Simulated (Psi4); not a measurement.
C$_{5}$H$_{13}$AlO, charge +1, doublet, at a GFN2-xTB geometry (such geometries of metal compounds can be far from the true shape) (a state made from the parent by changing its charge; the spin is typed, not shown lowest); CAM-B3LYP/6-31G run with Psi4.

Psi4 was given this input:
```
memory 2 GB

molecule mol {
1 2
  Al   -0.164059    0.414624    1.213743
  C    -0.774079   -0.687944    2.784972
  H    -1.750053   -1.123916    2.561449
  H    -0.834938   -0.021090    3.646730
  H    -0.050948   -1.486939    2.961921
  C     0.233232    2.392278    1.247188
  H     1.281236    2.547429    0.982745
  H     0.031460    2.746849    2.258859
  H    -0.406352    2.900198    0.522808
  O     0.028786   -0.356153   -0.217839
  C     0.199203   -0.958621   -1.462652
  C     1.558095   -0.593806   -2.053835
  C    -0.963695   -0.635253   -2.389258
  H     0.199771   -2.050859   -1.288620
  H     1.588544    0.475266   -2.255645
  H     1.719516   -1.137973   -2.978960
  H     2.357395   -0.837236   -1.357119
  H    -1.909567   -0.912947   -1.928798
  H    -0.983554    0.433878   -2.593969
  H    -0.856558   -1.173476   -3.325845
}

set basis 6-31g
set reference uks
set scf_type disk_df

energy('cam-b3lyp')
print_variables()
```

What the program printed (banner, timings and long lists left out):

```
   => Loading Basis Set <=

    Name: 6-31G
    Role: ORBITAL
    Keyword: BASIS

         ---------------------------------------------------------
                                   SCF
               by Justin Turney, Rob Parrish, Andy Simmonett
                          and Daniel G. A. Smith
                              UKS Reference
         ---------------------------------------------------------

  ==> Geometry <==

    Molecular point group: c1
    Full point group: C1

    Geometry (in Angstrom), charge = 1, multiplicity = 2:

       Center              X                  Y                   Z               Mass
    ------------   -----------------  -----------------  -----------------  -----------------
         AL          -0.159371723396     0.414172586720     1.179584928701    26.981538530000
         C           -0.769391723396    -0.688395413280     2.750813928701    12.000000000000
         H           -1.745365723396    -1.124367413280     2.527290928701     1.007825032230
         H           -0.830250723396    -0.021541413280     3.612571928701     1.007825032230
         H           -0.046260723396    -1.487390413280     2.927762928701     1.007825032230
         C            0.237919276604     2.391826586720     1.213029928701    12.000000000000
         H            1.285923276604     2.546977586720     0.948586928701     1.007825032230
         H            0.036147276604     2.746397586720     2.224700928701     1.007825032230
         H           -0.401664723396     2.899746586720     0.488649928701     1.007825032230
         O            0.033473276604    -0.356604413280    -0.251997071299    15.994914619570
         C            0.203890276604    -0.959072413280    -1.496810071299    12.000000000000
         C            1.562782276604    -0.594257413280    -2.087993071299    12.000000000000
         C           -0.959007723396    -0.635704413280    -2.423416071299    12.000000000000
         H            0.204458276604    -2.051310413280    -1.322778071299     1.007825032230
         H            1.593231276604     0.474814586720    -2.289803071299     1.007825032230
         H            1.724203276604    -1.138424413280    -3.013118071299     1.007825032230
         H            2.362082276604    -0.837687413280    -1.391277071299     1.007825032230
         H           -1.904879723396    -0.913398413280    -1.962956071299     1.007825032230
         H           -0.978866723396     0.433426586720    -2.628127071299     1.007825032230
         H           -0.851870723396    -1.173927413280    -3.360003071299     1.007825032230

  Running in c1 symmetry.

  Rotational constants: A =      0.09906  B =      0.03644  C =      0.03209 [cm^-1]
  Rotational constants: A =   2969.66961  B =   1092.31356  C =    962.07746 [MHz]
  Nuclear repulsion =  365.314671260830153

  Charge       = 1
  Multiplicity = 2
  Electrons    = 63
  Nalpha       = 32
  Nbeta        = 31

  ==> Algorithm <==

  SCF Algorithm Type is DISK_DF.
  DIIS enabled.
  MOM disabled.
  Fractional occupation disabled.
  Guess Type is SAD.
  Energy threshold   = 1.00e-06
  Density threshold  = 1.00e-06
  Integral threshold = 1.00e-12

  ==> Primary Basis <==

  Basis Set: 6-31G
    Blend: 6-31G
    Number of shells: 63
    Number of basis functions: 93
    Number of Cartesian functions: 93
    Spherical Harmonics?: false
    Max angular momentum: 1

  ==> DFT Potential <==

   => LibXC <=

    Version 7.1.2
    S. Lehtola, C. Steigemann, M. J. T. Oliveira, and M. A. L. Marques,  SoftwareX 7, 1–5 (2018) (10.1016/j.softx.2017.11.002)

   => Composite Functional: CAM-B3LYP <=

    CAM-B3LYP Hyb-GGA Exchange-Correlation Functional

    T. Yanai, D. P. Tew, and N. C. Handy,  Chem. Phys. Lett. 393, 51 (2004) (10.1016/j.cplett.2004.06.011)

    Deriv               =              1
    GGA                 =           TRUE
    Meta                =          FALSE

    Exchange Hybrid     =           TRUE
    MP2 Hybrid          =          FALSE
[...]

  ==> Iterations <==

                           Total Energy        Delta E     RMS |[F,P]|

   @DF-UKS iter SAD:  -514.47114054802114   -5.14471e+02   0.00000e+00
   @DF-UKS iter   1:  -515.05624541575287   -5.85105e-01   9.93938e-03 ADIIS/DIIS
   @DF-UKS iter   2:  -515.12486378744211   -6.86184e-02   9.52500e-03 ADIIS/DIIS
   @DF-UKS iter   3:  -515.49144948764501   -3.66586e-01   1.48919e-03 ADIIS/DIIS
   @DF-UKS iter   4:  -515.49878844022510   -7.33895e-03   8.18086e-04 ADIIS/DIIS
   @DF-UKS iter   5:  -515.50191402198743   -3.12558e-03   2.57211e-04 ADIIS/DIIS
   @DF-UKS iter   6:  -515.50248431821149   -5.70296e-04   8.74030e-05 DIIS
   @DF-UKS iter   7:  -515.50277614002300   -2.91822e-04   3.97467e-05 DIIS
   @DF-UKS iter   8:  -515.50282030319067   -4.41632e-05   2.10906e-05 DIIS
   @DF-UKS iter   9:  -515.50283626891235   -1.59657e-05   1.37473e-05 DIIS
   @DF-UKS iter  10:  -515.50284603499404   -9.76608e-06   7.02787e-06 DIIS
   @DF-UKS iter  11:  -515.50284942216581   -3.38717e-06   2.41057e-06 DIIS
   @DF-UKS iter  12:  -515.50284994751166   -5.25346e-07   1.88638e-06 DIIS
   @DF-UKS iter  13:  -515.50285005686942   -1.09358e-07   1.40228e-06 DIIS
   @DF-UKS iter  14:  -515.50285014089184   -8.40224e-08   8.62967e-07 DIIS
  Energy and wave function converged.

  ==> Post-Iterations <==

   Electrons on quadrature grid:
      Nalpha   =   31.9999801425 ; deviation = -1.986e-05
      Nbeta    =   30.9999808365 ; deviation = -1.916e-05
      Ntotal   =   62.9999609789 ; deviation = -3.902e-05

   @Spin Contamination Metric:   1.367190547E-02
   @S^2 Expected:                7.500000000E-01
   @S^2 Observed:                7.636719055E-01
   @S   Expected:                5.000000000E-01
   @S   Observed:                5.000000000E-01

    Orbital Energies [Eh]
    ---------------------

    Alpha Occupied:

[...]
    Alpha Virtual:

[...]
      93A      1.728589

    Beta Occupied:

[...]
      31A     -0.505214

    Beta Virtual:

[...]
    Final Occupation by Irrep:
              A
    DOCC [    31 ]
    SOCC [     1 ]
    NA   [    32 ]
    NB   [    31 ]

  @DF-UKS Final Energy:  -515.50285014089184

   => Energetics <=

    Nuclear Repulsion Energy =            365.3146712608301527
    One-Electron Energy =               -1419.6297360684152409
    Two-Electron Energy =                 581.9599736193453055
    DFT Exchange-Correlation Energy =     -43.1477589526520902
    Empirical Dispersion Energy =           0.0000000000000000
    VV10 Nonlocal Energy =                  0.0000000000000000
    Total Energy =                       -515.5028501408918373

  UHF NO Occupations:
  HONO-2 :   30  A 1.9975279
  HONO-1 :   31  A 1.9962447
  HONO-0 :   32  A 1.0000000
  LUNO+0 :   33  A 0.0037553
  LUNO+1 :   34  A 0.0024721
  LUNO+2 :   35  A 0.0001661
  LUNO+3 :   36  A 0.0001229

Computation Completed

Properties will be evaluated at   0.000000,   0.000000,   0.000000 [a0]

Properties computed using the SCF density matrix

 Multipole Moments:

 ------------------------------------------------------------------------------------
     Multipole            Electronic (a.u.)      Nuclear  (a.u.)        Total (a.u.)
 ------------------------------------------------------------------------------------

 L = 1.  Multiply by 2.5417464519 to convert [e a0] to [Debye]
 Dipole X            :         -0.6641236            0.5669078           -0.0972157
 Dipole Y            :          0.3803290           -0.0546026            0.3257264
 Dipole Z            :          5.1399018           -4.1311748            1.0087270
 Magnitude           :                                                    1.0644618

 ------------------------------------------------------------------------------------

  Variable Map:
  ----------------------------------------------------------------------------
[...]
  Array Variable Map:
  ----------------------------------------------------------------------------
[...]
[...]
```
